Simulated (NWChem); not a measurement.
System: B₂F₃ cation

Input file for NWChem:

```
start job
memory heap 200 mb stack 900 mb global 1100 mb
charge 1
geometry units angstroms noautosym nocenter noautoz
  F      0.000000     0.000000    -2.302923
  B      0.000000     0.000000    -1.082289
  B      0.000000     0.000000     0.688113
  F      0.000000     1.155007     1.245316
  F      0.000000    -1.155007     1.245316
end
basis spherical
  F library 6-31g*
  B library 6-31g*
end
dft
  xc hfexch
  iterations 150
end
property
  shielding 4 1 2 3 4
end
task dft property
```

Parts of the log:

```
             Northwest Computational Chemistry Package (NWChem) 7.3.0
             --------------------------------------------------------

                             Geometry "geometry" -> ""
                             -------------------------

 Output coordinates in angstroms (scale by  1.889725989 to convert to a.u.)

  No.       Tag          Charge          X              Y              Z
 ---- ---------------- ---------- -------------- -------------- --------------
    1 F                    9.0000     0.00000000     0.00000000    -2.30292300
    2 B                    5.0000     0.00000000     0.00000000    -1.08228900
    3 B                    5.0000     0.00000000     0.00000000     0.68811300
    4 F                    9.0000     0.00000000     1.15500700     1.24531600
    5 F                    9.0000     0.00000000    -1.15500700     1.24531600

 Effective nuclear repulsion energy (a.u.)     131.9393214327

  xc_inp: hfexch multiplicative factor not found.
                              NWChem Property Module
                              ----------------------

  itol2e modified to match energy
  convergence criterion.

                                 NWChem DFT Module
                                 -----------------

 Summary of "ao basis" -> "ao basis" (spherical)
 ------------------------------------------------------------------------------
       Tag                 Description            Shells   Functions and Types
 ---------------- ------------------------------  ------  ---------------------
 F                           6-31g*                  6       14   3s2p1d
 B                           6-31g*                  6       14   3s2p1d

  itol2e modified to match energy
  convergence criterion.

            General Information
            -------------------
          SCF calculation type: DFT
          Wavefunction type:  closed shell.
          No. of atoms     :     5
          No. of electrons :    36
           Alpha electrons :    18
            Beta electrons :    18
          Charge           :     1
          Spin multiplicity:     1
          Use of symmetry is: off; symmetry adaption is: off
          Maximum number of iterations: 150
          AO basis - number of functions:    70
                     number of shells:    30
          Convergence on energy requested:  1.00D-07
          Convergence on density requested:  1.00D-05
          Convergence on gradient requested:  5.00D-04

              XC Information
              --------------
                     Hartree-Fock (Exact) Exchange  1.000

      Superposition of Atomic Density Guess
      -------------------------------------

 Sum of atomic energies:        -347.16917305

 Renormalizing density from      37.00 to     36

      Non-variational initial energy
      ------------------------------

 Total energy =    -342.475911
 1-e energy   =    -724.258474
 2-e energy   =     249.843241
 HOMO         =      -0.801269
 LUMO         =      -0.294722

   convergence    iter        energy       DeltaE   RMS-Dens  Diis-err
 ---------------- ----- ----------------- --------- --------- ---------
 d= 0,ls=0.0,diis     1   -347.2704422699 -4.79D+02  1.50D-02  2.78D+00
 d= 0,ls=0.0,diis     2   -347.4208708285 -1.50D-01  5.74D-03  1.30D+00
 d= 0,ls=0.0,diis     3   -347.5204019128 -9.95D-02  9.63D-04  4.45D-03
 d= 0,ls=0.0,diis     4   -347.5211611206 -7.59D-04  2.01D-04  6.55D-04
 d= 0,ls=0.0,diis     5   -347.5212238865 -6.28D-05  5.99D-05  2.76D-05
  Resetting Diis
 d= 0,ls=0.0,diis     6   -347.5212280695 -4.18D-06  1.41D-05  9.19D-07
 d= 0,ls=0.0,diis     7   -347.5212283053 -2.36D-07  2.38D-06  4.29D-08
 d= 0,ls=0.0,diis     8   -347.5212283155 -1.02D-08  1.26D-06  7.22D-09

         Total DFT energy =     -347.521228315528
      One electron energy =     -735.893406501863
           Coulomb energy =      294.303143478236
    Exchange-Corr. energy =      -37.870286724619
 Nuclear repulsion energy =      131.939321432718

 Numeric. integr. density =        0.000000000000

                       DFT Final Molecular Orbital Analysis
                       ------------------------------------

 Vector   16  Occ=2.000000D+00  E=-8.969416D-01
              MO Center= -1.1D-14,  2.8D-15,  1.2D+00, r^2= 1.8D+00
   Bfn.  Coefficient  Atom+Function         Bfn.  Coefficient  Atom+Function
  ----- ------------  ---------------      ----- ------------  ---------------
    47      0.354304  4 F  pz                61     -0.354304  5 F  pz
    46     -0.315819  4 F  py                60     -0.315819  5 F  py
    51      0.255187  4 F  pz                65     -0.255187  5 F  pz
    50     -0.205398  4 F  py                64     -0.205398  5 F  py
    32      0.053249  3 B  py                36     -0.052803  3 B  py

 Vector   17  Occ=2.000000D+00  E=-8.941732D-01
              MO Center=  1.4D-14, -2.0D-13,  1.2D+00, r^2= 1.7D+00
   Bfn.  Coefficient  Atom+Function         Bfn.  Coefficient  Atom+Function
  ----- ------------  ---------------      ----- ------------  ---------------
    45      0.465152  4 F  px                59     -0.465152  5 F  px
    49      0.336935  4 F  px                63     -0.336935  5 F  px
    38      0.046875  3 B  d -2

 Vector   18  Occ=2.000000D+00  E=-8.267163D-01
              MO Center= -3.5D-15, -3.1D-14,  2.8D-01, r^2= 2.0D+00
   Bfn.  Coefficient  Atom+Function         Bfn.  Coefficient  Atom+Function
  ----- ------------  ---------------      ----- ------------  ---------------
    47      0.326235  4 F  pz                61      0.326235  5 F  pz
    20      0.322793  2 B  s                 19      0.300210  2 B  pz
    16      0.272706  2 B  s                 51      0.228342  4 F  pz
    65      0.228342  5 F  pz                33     -0.204349  3 B  pz
    15     -0.124400  2 B  s                 23      0.097501  2 B  pz

 Vector   19  Occ=0.000000D+00  E=-2.119153D-01
              MO Center=  4.0D-15, -6.9D-16, -6.1D-01, r^2= 2.3D+00
   Bfn.  Coefficient  Atom+Function         Bfn.  Coefficient  Atom+Function
  ----- ------------  ---------------      ----- ------------  ---------------
    21      0.503077  2 B  px                17      0.415417  2 B  px
     7     -0.236488  1 F  px                35      0.233815  3 B  px
    31      0.213860  3 B  px                 3     -0.199419  1 F  px
    49     -0.136082  4 F  px                63     -0.136082  5 F  px
    45     -0.123664  4 F  px                59     -0.123664  5 F  px

 Vector   20  Occ=0.000000D+00  E=-1.724082D-01
              MO Center=  1.1D-16,  6.4D-16, -9.5D-01, r^2= 1.9D+00
   Bfn.  Coefficient  Atom+Function         Bfn.  Coefficient  Atom+Function
  ----- ------------  ---------------      ----- ------------  ---------------
    22      0.575408  2 B  py                18      0.496124  2 B  py
     8     -0.266841  1 F  py                 4     -0.229519  1 F  py
    36      0.191932  3 B  py                48     -0.135814  4 F  s
    62      0.135814  5 F  s                 47      0.085852  4 F  pz
    61     -0.085852  5 F  pz                51      0.082625  4 F  pz

 Vector   21  Occ=0.000000D+00  E=-4.584179D-02
              MO Center=  4.8D-15,  1.7D-14, -9.6D-01, r^2= 2.6D+00
   Bfn.  Coefficient  Atom+Function         Bfn.  Coefficient  Atom+Function
  ----- ------------  ---------------      ----- ------------  ---------------
    20      1.385343  2 B  s                  6     -0.677259  1 F  s
    34     -0.609760  3 B  s                 23     -0.422520  2 B  pz
    33      0.342611  3 B  pz                30     -0.233315  3 B  s
     9     -0.227395  1 F  pz                48      0.167187  4 F  s
    62      0.167187  5 F  s                  5     -0.163160  1 F  pz

     Multipole analysis of the density
     ---------------------------------

     L   x y z        total         alpha         beta         nuclear
     -   - - -        -----         -----         ----         -------
     0   0 0 0      1.000000    -18.000000    -18.000000     37.000000

     1   1 0 0      0.000000      0.000000      0.000000      0.000000
     1   0 1 0      0.000000      0.000000      0.000000      0.000000
     1   0 0 1     -1.434326     -0.451185     -0.451185     -0.531956

     2   2 0 0    -14.831778     -7.415889     -7.415889      0.000000
     2   1 1 0     -0.000000     -0.000000     -0.000000      0.000000
     2   1 0 1      0.000000      0.000000      0.000000      0.000000
     2   0 2 0    -17.309983    -51.530513    -51.530513     85.751043
     2   0 1 1     -0.000000     -0.000000     -0.000000      0.000000
     2   0 0 2    -13.365824   -156.435403   -156.435403    299.504981

          -----------------------------------------
          Chemical Shielding Tensors (GIAO, in ppm)
          -----------------------------------------

                                NWChem CPHF Module
                                ------------------

  scftype          =     RHF
  nclosed          =       18
  nopen            =        0
  variables        =      936
  # of vectors     =        3
  tolerance        = 0.10D-03
  level shift      = 0.00D+00
  max iterations   =       50
  max subspace     =       30

 SCF residual:    5.8848848317706252E-005

Iterative solution of linear equations
  No. of variables      936
  No. of equations        3
  Maximum subspace       30
        Iterations       50
       Convergence  1.0D-04

   iter   nsub   residual    time
   ----  ------  --------  ---------
     1      3    1.27D+00       9.6
     2      6    2.29D-01      10.1
     3      9    3.79D-02      10.5
     4     12    6.24D-03      11.0
     5     15    1.23D-03      11.4
     6     18    1.96D-04      11.8
     7     21    3.52D-05      12.3

      Atom:    1  F
        Diamagnetic
    449.5020     -0.0000      0.0000
     -0.0000    449.6255     -0.0000
      0.0000     -0.0000    483.6046

        Paramagnetic
   -349.7872     -0.0000      0.0000
     -0.0000   -359.4656      0.0000
      0.0000      0.0000     -3.7521

        Total Shielding Tensor
     99.7148     -0.0000      0.0000
     -0.0000     90.1599     -0.0000
      0.0000     -0.0000    479.8525

           isotropic =     223.2424
          anisotropy =     384.9151

          Principal Components and Axis System
                 1           2           3
              479.8525     99.7148     90.1599

      1         0.0000      1.0000     -0.0000
      2        -0.0000     -0.0000      1.0000
      3         1.0000      0.0000     -0.0000

      Atom:    2  B
        Diamagnetic
    193.4397      0.0000      0.0000
      0.0000    194.3093     -0.0000
      0.0000     -0.0000    211.7632

        Paramagnetic
   -149.7675     -0.0000     -0.0000
     -0.0000   -146.7213     -0.0000
     -0.0000     -0.0000     -3.0491

        Total Shielding Tensor
     43.6722     -0.0000     -0.0000
     -0.0000     47.5879     -0.0000
     -0.0000     -0.0000    208.7141

           isotropic =      99.9914
          anisotropy =     163.0840

          Principal Components and Axis System
                 1           2           3
              208.7141     47.5879     43.6722

      1        -0.0000     -0.0000      1.0000
      2        -0.0000      1.0000     -0.0000
      3         1.0000     -0.0000     -0.0000

      Atom:    3  B
        Diamagnetic
    179.3672     -0.0000      0.0000
     -0.0000    200.8335     -0.0000
      0.0000     -0.0000    197.6580

        Paramagnetic
    -73.2892      0.0000      0.0000
      0.0000    -67.9038      0.0000
      0.0000      0.0000   -106.3648

        Total Shielding Tensor
    106.0780      0.0000      0.0000
      0.0000    132.9297      0.0000
      0.0000      0.0000     91.2932

           isotropic =     110.1003
          anisotropy =      34.2441

          Principal Components and Axis System
                 1           2           3
              132.9297    106.0780     91.2932

      1         0.0000      1.0000      0.0000
      2         1.0000      0.0000      0.0000
      3         0.0000      0.0000      1.0000

      Atom:    4  F
        Diamagnetic
    454.3304     -0.0000     -0.0000
     -0.0000    480.4226     13.0908
     -0.0000     13.0908    460.9471

        Paramagnetic
    -80.8316     -0.0000     -0.0000
     -0.0000   -253.9292    104.1617
     -0.0000    104.1617   -249.0265

        Total Shielding Tensor
    373.4988     -0.0000     -0.0000
     -0.0000    226.4934    117.2525
     -0.0000    117.2525    211.9205

           isotropic =     270.6376
          anisotropy =     154.2919

          Principal Components and Axis System
                 1           2           3
              373.4988    336.6856    101.7283

      1         1.0000      0.0000      0.0000
      2         0.0000      0.7287     -0.6848
      3         0.0000      0.6848      0.7287
```

Level: Hartree-Fock/6-31G* (spherical d), GIAO. All runs use the structure optimised with PBE0/def2-SVP. The printed shielding anisotropy is the first printed principal value minus the mean of the other two.
